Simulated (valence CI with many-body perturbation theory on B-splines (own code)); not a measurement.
## Tm⁴⁶⁺: E2, M1 decay

Calculated by configuration interaction combined with many-body perturbation theory (CI+MBPT): five valence electrons over a frozen Dirac-Fock core [Ar], radial functions for each j: 7 s, 7 p, 8 d, 6 f, 4 g, 1 h, with the one-electron correlation potential Σ1, the two-electron term Σ2, the three-electron term Σ3, Breit, model QED; selected CI, second order for the rest, scaled by the run's own slope (own B-spline code, finite nucleus).

The last digits are not significant, and no measured levels were compared; by estimate large intervals hold to a few tenths of a per cent, small ones and those within an open d or f shell to about a per cent. Among the levels kept, up to 260 cm⁻¹ of a level comes from second order outside the variational space, and about a tenth of that is noise between levels of different J, which matters for small intervals. Only levels of the ground parity were solved; by the run's estimate the other parity begins above the list, which can be wrong where configurations are misplaced.

Lines 51 to 100 of 120 in falling wavelength, among levels below 1778600 cm⁻¹, chosen from the decays that carry over 1 % of a level's rate. Wavelengths and rates use the calculated energies. Electric multipoles are in the length gauge, E1 and E2 with the static RPA response of the core. Weak lines are less certain than strong ones. Lines between different terms over intervals too small for the method are left out, as are lines whose strength nearly cancels.

Levels are named by their leading jj configuration (3d3/2^4 stands for four electrons in 3d with j = 3/2), which in mixed levels can hold well under half, so a name can repeat and another be missing. Letters in brackets count levels of one name in rising energy.

| λ vac (nm) | Upper | Lower | Type | A (s⁻¹) | Branch % |
| --- | --- | --- | --- | --- | --- |
| 25.50 | (3d3/2^2 3d5/2^3) J=9/2 [a] | (3d3/2^3 3d5/2^2) J=7/2 [a] | M1 | 4.95e+05 | 53.3 |
| 25.21 | (3d3/2 3d5/2^4) J=7/2 [a] | (3d3/2^2 3d5/2^3) J=5/2 [b] | M1 | 4.54e+05 | 16.0 |
| 25.00 | (3d3/2^2 3d5/2^3) J=5/2 [a] | (3d3/2^3 3d5/2^2) J=5/2 [a] | M1 | 2.35e+06 | 90.9 |
| 24.72 | (3d3/2^2 3d5/2^3) J=13/2 | (3d3/2^3 3d5/2^2) J=11/2 | M1 | 1.83e+05 | 99.8 |
| 24.68 | (3d3/2^2 3d5/2^3) J=5/2 [c] | (3d3/2^3 3d5/2^2) J=7/2 [b] | M1 | 5.50e+05 | 30.7 |
| 24.65 | (3d3/2^3 3d5/2^2) J=7/2 [a] | (3d3/2^4 3d5/2) J=5/2 | M1 | 5.55e+05 | 98.8 |
| 24.51 | (3d3/2 3d5/2^4) J=9/2 | (3d3/2^2 3d5/2^3) J=7/2 [b] | M1 | 2.71e+05 | 13.6 |
| 24.35 | (3d3/2 3d5/2^4) J=5/2 [a] | (3d3/2^2 3d5/2^3) J=7/2 [a] | M1 | 3.14e+05 | 9.7 |
| 24.33 | (3d3/2^2 3d5/2^3) J=1/2 [a] | (3d3/2^3 3d5/2^2) J=3/2 [a] | M1 | 1.08e+06 | 62.9 |
| 23.94 | (3d3/2^3 3d5/2^2) J=3/2 [a] | (3d3/2^4 3d5/2) J=5/2 | M1 | 1.39e+06 | 100.0 |
| 23.77 | (3d3/2^2 3d5/2^3) J=3/2 [a] | (3d3/2^3 3d5/2^2) J=3/2 [a] | M1 | 1.21e+06 | 46.8 |
| 23.73 | (3d3/2 3d5/2^4) J=3/2 [a] | (3d3/2^2 3d5/2^3) J=5/2 [b] | M1 | 4.48e+05 | 12.6 |
| 23.47 | (3d3/2 3d5/2^4) J=9/2 | (3d3/2^2 3d5/2^3) J=9/2 [b] | M1 | 7.75e+05 | 39.0 |
| 23.44 | (3d3/2^2 3d5/2^3) J=7/2 [b] | (3d3/2^3 3d5/2^2) J=5/2 [b] | M1 | 2.57e+04 | 5.1 |
| 23.34 | (3d3/2^2 3d5/2^3) J=3/2 [b] | (3d3/2^3 3d5/2^2) J=1/2 | M1 | 1.15e+05 | 16.6 |
| 23.20 | (3d3/2^2 3d5/2^3) J=5/2 [b] | (3d3/2^3 3d5/2^2) J=3/2 [a] | M1 | 1.94e+05 | 14.0 |
| 23.16 | (3d3/2 3d5/2^4) J=3/2 [a] | (3d3/2^2 3d5/2^3) J=3/2 [a] | M1 | 1.44e+06 | 40.3 |
| 23.09 | (3d3/2^2 3d5/2^3) J=9/2 [b] | (3d3/2^3 3d5/2^2) J=9/2 | M1 | 9.71e+05 | 56.4 |
| 22.88 | (3d3/2 3d5/2^4) J=11/2 | (3d3/2^2 3d5/2^3) J=13/2 | M1 | 3.29e+05 | 14.5 |
| 22.67 | (3d3/2^2 3d5/2^3) J=5/2 [c] | (3d3/2^3 3d5/2^2) J=5/2 [b] | M1 | 3.69e+04 | 2.1 |
| 22.66 | (3d3/2 3d5/2^4) J=3/2 [a] | (3d3/2^2 3d5/2^3) J=1/2 [a] | M1 | 1.07e+06 | 30.0 |
| 22.63 | (3d3/2^2 3d5/2^3) J=5/2 [d] | (3d3/2^2 3d5/2^3) J=5/2 [a] | M1 | 7.33e+05 | 36.0 |
| 22.57 | (3d3/2^2 3d5/2^3) J=5/2 [b] | (3d3/2^3 3d5/2^2) J=7/2 [a] | M1 | 4.56e+05 | 32.9 |
| 22.35 | (3d3/2 3d5/2^4) J=7/2 [a] | (3d3/2^2 3d5/2^3) J=9/2 [a] | M1 | 9.99e+05 | 35.2 |
| 22.25 | (3d3/2^2 3d5/2^3) J=3/2 [b] | (3d3/2^3 3d5/2^2) J=5/2 [b] | M1 | 3.01e+05 | 43.4 |
| 22.16 | (3d3/2^2 3d5/2^3) J=7/2 [b] | (3d3/2^3 3d5/2^2) J=9/2 | M1 | 2.81e+05 | 56.2 |
| 22.05 | (3d3/2^2 3d5/2^3) J=7/2 [c] | (3d3/2^3 3d5/2^2) J=7/2 [b] | M1 | 3.79e+05 | 39.1 |
| 21.99 | (3d3/2^3 3d5/2^2) J=9/2 | (3d3/2^4 3d5/2) J=5/2 | E2 | 5.98e+01 | 3.4 |
| 21.73 | (3d3/2 3d5/2^4) J=11/2 | (3d3/2^2 3d5/2^3) J=9/2 [a] | M1 | 3.94e+05 | 17.4 |
| 21.70 | (3d3/2^2 3d5/2^3) J=7/2 [a] | (3d3/2^3 3d5/2^2) J=5/2 [a] | M1 | 3.34e+05 | 24.1 |
| 21.40 | (3d3/2 3d5/2^4) J=7/2 [a] | (3d3/2^2 3d5/2^3) J=7/2 [a] | M1 | 8.22e+05 | 28.9 |
| 21.32 | (3d3/2^2 3d5/2^3) J=1/2 [b] | (3d3/2^3 3d5/2^2) J=1/2 | M1 | 5.43e+05 | 37.4 |
| 21.22 | (3d3/2^2 3d5/2^3) J=9/2 [b] | (3d3/2^3 3d5/2^2) J=11/2 | M1 | 3.44e+05 | 20.0 |
| 21.21 | (3d3/2 3d5/2^4) J=5/2 [a] | (3d3/2^2 3d5/2^3) J=5/2 [a] | M1 | 2.39e+06 | 73.8 |
| 21.05 | (3d3/2 3d5/2^4) J=11/2 | (3d3/2^2 3d5/2^3) J=11/2 | M1 | 1.34e+06 | 58.9 |
| 20.86 | (3d3/2^3 3d5/2^2) J=5/2 [b] | (3d3/2^4 3d5/2) J=5/2 | M1 | 1.49e+04 | 26.4 |
| 20.74 | (3d3/2^2 3d5/2^3) J=9/2 [b] | (3d3/2^3 3d5/2^2) J=7/2 [a] | M1 | 2.56e+05 | 14.9 |
| 20.44 | (3d3/2^2 3d5/2^3) J=7/2 [c] | (3d3/2^3 3d5/2^2) J=5/2 [b] | M1 | 1.84e+05 | 19.0 |
| 19.99 | (3d3/2^2 3d5/2^3) J=7/2 [b] | (3d3/2^3 3d5/2^2) J=7/2 [a] | M1 | 2.36e+04 | 4.7 |
| 19.99 | (3d3/2^3 3d5/2^2) J=1/2 | (3d3/2^4 3d5/2) J=5/2 | E2 | 2.12e+02 | 1.5 |
| 19.89 | (3d3/2^2 3d5/2^3) J=5/2 [c] | (3d3/2^3 3d5/2^2) J=3/2 [a] | M1 | 2.96e+05 | 16.6 |
| 19.57 | (3d3/2^2 3d5/2^3) J=3/2 [b] | (3d3/2^3 3d5/2^2) J=3/2 [a] | M1 | 2.12e+05 | 30.6 |
| 19.47 | (3d3/2^2 3d5/2^3) J=7/2 [c] | (3d3/2^3 3d5/2^2) J=9/2 | M1 | 3.82e+05 | 39.4 |
| 19.43 | (3d3/2^2 3d5/2^3) J=5/2 [c] | (3d3/2^3 3d5/2^2) J=7/2 [a] | M1 | 6.10e+05 | 34.1 |
| 19.41 | (3d3/2^3 3d5/2^2) J=7/2 [b] | (3d3/2^4 3d5/2) J=5/2 | M1 | 4.65e+04 | 92.8 |
| 19.33 | (3d3/2^2 3d5/2^3) J=9/2 [c] | (3d3/2^3 3d5/2^2) J=7/2 [b] | M1 | 4.16e+05 | 73.9 |
| 19.27 | (3d3/2^2 3d5/2^3) J=3/2 [c] | (3d3/2^3 3d5/2^2) J=3/2 [b] | M1 | 2.43e+05 | 41.2 |
| 19.19 | (3d3/2^2 3d5/2^3) J=3/2 [a] | (3d3/2^3 3d5/2^2) J=5/2 [a] | M1 | 7.82e+05 | 30.3 |
| 18.93 | (3d3/2 3d5/2^4) J=7/2 [a] | (3d3/2^2 3d5/2^3) J=5/2 [a] | M1 | 1.33e+05 | 4.7 |
| 18.85 | (3d3/2^2 3d5/2^3) J=5/2 [d] | (3d3/2^3 3d5/2^2) J=3/2 [b] | M1 | 2.61e+05 | 12.8 |
